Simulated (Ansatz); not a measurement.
Coupled-cluster run, CH$_{6}$B$_{2}$FGa, SMILES `C[B]([GaH2])BF`.

```yaml
crystal:
  periodic: [false, false, false]
  atoms:
    - {symbol: C, position_ang: [-1.400366, 0.539383, -0.511339]}
    - {symbol: B, position_ang: [-0.062583, 0.042255, 0.134656]}
    - {symbol: Ga, position_ang: [1.273183, -1.106005, -0.993064]}
    - {symbol: B, position_ang: [0.406630, 0.370557, 1.698095]}
    - {symbol: F, position_ang: [1.149788, 1.426224, 2.032466]}
    - {symbol: H, position_ang: [-2.219432, 0.692331, 0.195652]}
    - {symbol: H, position_ang: [-1.129429, 1.547932, -0.870285]}
    - {symbol: H, position_ang: [-1.769454, -0.005227, -1.381858]}
    - {symbol: H, position_ang: [2.326000, -0.433070, -1.955002]}
    - {symbol: H, position_ang: [1.276485, -2.681792, -0.950711]}
    - {symbol: H, position_ang: [0.149176, -0.392588, 2.601390]}
basis:
  gaussian: {orbitals: def2-SVP}
correlation: {method: ccsd_t}
```

```sh
$ ansatz run in.yaml --threads 4 --pin off --events-out ev --progress --plain --max-ram 10444MiB
```

Log, shortened:

```
Functional definition: HF
1195 factors; integrals over basis functions are off by at most 1.2e-3 eV
mean field evaluation 1: about -57495.4896 eV, gradient 3.1e1 eV
mean field evaluation 2: about -57495.5518 eV, gradient 3.1e1 eV
mean field evaluation 4: about -57498.2918 eV, gradient 3.7e0 eV
mean field evaluation 8: about -57498.3467 eV, gradient 2.4e-1 eV
mean field -57498.34743211 eV, -2113.0252943502 hartree, gradient 9.5e-7 eV, S^2 0.000000; 0 other end points of the search recorded, 0 dependent functions left out
13 core orbitals not correlated: weight in the atoms' cores, before any rotation towards them, 1.000 or more for the frozen orbitals, at most 0.000 for the correlated occupied ones
reference -57498.34743211 eV, -2113.0252943502 hartree; 18, 18 occupied and 87, 87 virtual orbitals, 1195 factors
second order -19.08266615 eV of doubles, -0.00000000 eV of singles
cycle   1  -19.46675677 eV  change   -3.8e-1 eV  update   1.2e-1
cycle   2  -20.10367400 eV  change   -6.4e-1 eV  update   3.6e-2
cycle   3  -20.23678979 eV  change   -1.3e-1 eV  update   1.9e-2
cycle   4  -20.22708866 eV  change    9.7e-3 eV  update   5.0e-3
cycle   5  -20.22558172 eV  change    1.5e-3 eV  update   2.2e-3
cycle   6  -20.22544197 eV  change    1.4e-4 eV  update   7.6e-4
cycle   7  -20.22517964 eV  change    2.6e-4 eV  update   3.1e-4
cycle   8  -20.22515372 eV  change    2.6e-5 eV  update   1.2e-4
cycle   9  -20.22520269 eV  change   -4.9e-5 eV  update   5.5e-5
cycle  10  -20.22520859 eV  change   -5.9e-6 eV  update   2.5e-5
perturbative correction -0.56039196 eV, -0.0205940246 hartree
Total energy: -57519.13303265 eV, -2113.7891510813 hartree
```

Hardware: 4 threads of an Arm Neoverse V2 on a shared host. Wall time 11 s, peak host memory 0.66 GiB.

The correlation energy is -20.786 eV, 2.7 % of it from (T); the T1 diagnostic reads 0.0135.
